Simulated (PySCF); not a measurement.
Job file and geometry (Å, from GFN2-xTB) of an NMR shielding run on SMILES BN1C=C/C(=C/C)C1, C$_{6}$H$_{10}$BN, PySCF 2.14.0, density-fitted response routines, GIAO PBE0/pcSseg-1 NMR shielding, non-relativistic, gas phase; density fitting, a coarse starting grid and PySCF grid level 2 are the driver's defaults:

```
$ OMP_NUM_THREADS=1 python probes_run.py task.json out

{"job": {"kind": "nmr", "xc": "PBE0", "basis": "pcSseg-1"}, "charge": 0, "multiplicity": 1}
B      2.938576    -0.622138    -0.096025
N      1.716488     0.023235    -0.228270
C      1.503952     1.377848    -0.413662
C      0.204948     1.698515    -0.507806
C     -0.591772     0.498715    -0.377772
C     -1.921574     0.397704    -0.410827
C     -2.690218    -0.875160    -0.277832
C      0.405393    -0.622066    -0.196868
H      2.949288    -1.783390     0.056429
H      3.922608     0.010032    -0.141523
H      2.354831     2.032971    -0.464765
H     -0.203068     2.679643    -0.653966
H     -2.508281     1.292822    -0.564894
H     -3.562362    -0.726467     0.357553
H     -2.077251    -1.667327     0.144727
H     -3.049116    -1.204301    -1.255041
H      0.331350    -1.360455    -1.001084
H      0.267449    -1.143866     0.755210
```

Question: What does the program print?

Answer: 
```
coarse grid: 14864 points
cycle   1  E = -313.7392000853  dE =  1.189e+00  |g| = 3.885e-01  |ddm| = 3.871e+00
cycle   2  E = -313.7304274647  dE =  8.773e-03  |g| = 4.381e-01  |ddm| = 8.329e-01
cycle   3  E = -313.7785044956  dE = -4.808e-02  |g| = 1.335e-01  |ddm| = 5.329e-01
cycle   4  E = -313.7833261511  dE = -4.822e-03  |g| = 3.508e-02  |ddm| = 1.668e-01
cycle   5  E = -313.7835948636  dE = -2.687e-04  |g| = 1.274e-02  |ddm| = 3.777e-02
cycle   6  E = -313.7836322382  dE = -3.737e-05  |g| = 3.340e-03  |ddm| = 1.268e-02
cycle   7  E = -313.7836345470  dE = -2.309e-06  |g| = 8.744e-04  |ddm| = 2.833e-03
final grid: 143168 points
cycle   8  E = -313.8295189637  dE = -5.167e-05  |g| = 7.841e-03  |ddm| = 4.377e-02
cycle   9  E = -313.8295147992  dE =  4.164e-06  |g| = 9.053e-03  |ddm| = 1.609e-02
cycle  10  E = -313.8295353061  dE = -2.051e-05  |g| = 1.462e-03  |ddm| = 8.781e-03
cycle  11  E = -313.8295357570  dE = -4.510e-07  |g| = 3.638e-04  |ddm| = 1.214e-03
cycle  12  E = -313.8295357839  dE = -2.684e-08  |g| = 1.482e-04  |ddm| = 4.738e-04
cycle  13  E = -313.8295357900  dE = -6.115e-09  |g| = 4.657e-05  |ddm| = 1.938e-04
cycle  14  E = -313.8295357905  dE = -5.083e-10  |g| = 7.575e-06  |ddm| = 4.241e-05
converged SCF energy = -313.8295357905

GIAO shielding tensors (ppm)
atom      isotropic    diamagn.    paramagn.     s11        s22        s33       span
  0 B       64.677     195.014    -130.337     36.625     38.707    118.699     82.075
  1 N       74.315     326.291    -251.976    -58.685    105.927    175.703    234.388
  2 C       34.355     249.542    -215.187    -56.938     51.788    108.216    165.154
  3 C       63.031     251.745    -188.714    -23.962     75.299    137.755    161.718
  4 C       37.479     260.110    -222.632    -59.320     51.596    120.159    179.479
  5 C       71.567     252.748    -181.181    -18.691     75.609    157.784    176.475
  6 C      168.689     248.566     -79.877    155.186    166.918    183.964     28.778
  7 C      129.115     247.402    -118.287    104.403    123.833    159.109     54.705
  8 H       26.809      30.521      -3.712     24.671     26.259     29.497      4.826
  9 H       26.718      29.975      -3.257     24.799     26.587     28.768      3.969
 10 H       24.893      30.201      -5.308     23.551     24.343     26.786      3.234
 11 H       25.802      32.408      -6.606     24.724     25.227     27.457      2.733
 12 H       26.294      32.690      -6.396     23.045     26.407     29.430      6.386
 13 H       29.799      27.984       1.815     25.686     27.543     36.170     10.485
 14 H       30.198      31.389      -1.191     25.745     30.794     34.055      8.310
 15 H       29.726      28.129       1.597     25.708     27.285     36.186     10.478
 16 H       27.121      31.217      -4.095     22.109     28.598     30.657      8.549
 17 H       26.981      31.751      -4.770     22.110     28.366     30.469      8.359
```

Size and cost of the density-fitted run: 186 basis functions, 35 s wall time on 1 thread of an Arm Neoverse V1, shared host; peak memory 0.97 GiB.
